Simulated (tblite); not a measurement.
Compound: C₆H₉Cl.
InChI=1S/C6H9Cl/c7-5-3-6(4-5)1-2-6/h5H,1-4H2

Computed with GFN2-xTB (tblite): harmonic, unscaled wavenumbers at the GFN2-xTB geometry, gas phase. This tight-binding method is rough: wavenumbers can miss measured ones by several per cent, in bad cases by 10 to 20.

Harmonic wavenumbers (cm⁻¹): 44.5, 214.2, 278.9, 288.3, 365.4, 379.3, 523.5, 666.0, 798.0, 829.4, 865.5, 911.3, 921.1, 935.5, 1010.0, 1033.9, 1059.2, 1069.0, 1074.3, 1077.5, 1106.7, 1145.2, 1154.6, 1200.2, 1216.5, 1232.3, 1245.3, 1249.9, 1414.1, 1430.0, 1451.2, 1461.0, 1510.9, 2970.1, 2995.4, 2998.7, 3006.9, 3008.4, 3085.6, 3087.5, 3089.1, 3107.1.

A = 6400, B = 1157, C = 1134 MHz; mass 116.039 u (most abundant isotopes); point group Cs, symmetry number 1.

Task: What is the zero-point energy?

Result: ½Σν̃ = 29256 cm⁻¹ = 349.97 kJ/mol.

Task: What is S at 298.15 K and 1 bar for an ideal gas of classical rigid rotors and harmonic oscillators?

Result: Translation 168.14, rotation 117.32, vibration 62.68: S = 348.1 J/(mol K).

Task: And Cp and H(298.15 K) − H(0)?

Result: Cp = 115.45 J/(mol K), of which vibrations give 82.19 (their classical limit is 42 R = 349.2); H(298.15 K) − H(0) = 20.38 kJ/mol without the zero-point energy, 10.47 from vibrations.

Task: Blend soft modes into free rotors: weight 1/[1 + (100 cm⁻¹/ν̃)⁴] for the oscillator and the rest for a rotor with moment μB/(μ + B), μ = h/(8π²ν), B = 10⁻⁴⁴ kg m². What vibrational entropy results?

Result: 57.17 J/(mol K) in place of 62.68, which changes −T·S at 298.15 K by +1.64 kJ/mol.

Task: What must be added to the electronic energy to get the Gibbs energy at 298.15 K and 1 bar?

Result: ZPE + [H(298.15 K) − H(0)] − T·S = 349.97 + 20.38 − 103.80 = 266.55 kJ/mol.

Task: Which modes carry the vibrational entropy at 298.15 K?

Result: 44.5 cm⁻¹: 21.12; 214.2 cm⁻¹: 8.40; 278.9 cm⁻¹: 6.45; 288.3 cm⁻¹: 6.21; 365.4 cm⁻¹: 4.60; 379.3 cm⁻¹: 4.36 J/(mol K); the other 36 give 11.55 together.

Hindered rotation and anharmonicity are outside this model.
